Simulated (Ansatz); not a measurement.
```xyz
6

C     1.3100    0.0000    0.0000
C     0.6550    1.1345    0.0000
C    -0.6550    1.1345    0.0000
C    -1.3100    0.0000    0.0000
C    -0.6550   -1.1345    0.0000
C     0.6550   -1.1345    0.0000
```

Basis set: cc-pVDZ (spherical functions). Correlated methods keep 6 orbitals frozen. Charge 0, multiplicity 1.

Computed with Ansatz (development build ahead of 0.2.0); the reference of a correlated method needn't be the lowest determinant of its kind. Restricted open shells among the atoms or ions are ROHF, correlated in semicanonical orbitals with singles.

(1) Give the atomization energy at this shape (free ground-state atoms in the same class of orbitals less the molecule, no zero-point energy) of singlet C₆ by RHF-CCSD(T), RHF-CCSD.

Results:

(1)

```csv
method,atomization energy
RHF-CCSD(T),28.46 eV
RHF-CCSD,26.92 eV
```

Caution: large share of triples, a single reference is doubtful; no unrestricted run beside it, a lower state can exist; the reference determinant was not shown to be the lowest.
